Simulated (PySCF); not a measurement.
A structure optimised at PBE0-D3(BJ)/def2-SVP, used in a PySCF frequency run:

```xyz
9

C      1.7968    -0.1854    -0.7977
Si     0.0240    -0.0205    -0.3427
O     -0.8260    -1.2805    -0.9607
F     -0.5814     1.3691    -0.9119
Cl    -0.2363     0.0790     1.6990
H      2.2194    -1.1048    -0.3673
H      2.3717     0.6734    -0.4220
H      1.9046    -0.2298    -1.8920
H     -1.7551    -1.3605    -0.7242
```
Charge 0, spin multiplicity 1.

Question: Write its SMILES and formula.

Answer: C[Si](O)(F)Cl, CH4ClFOSi

Question: What are its rotational constants (standard atomic weights)?

Answer: 3.6410, 2.3380, 2.2598 GHz
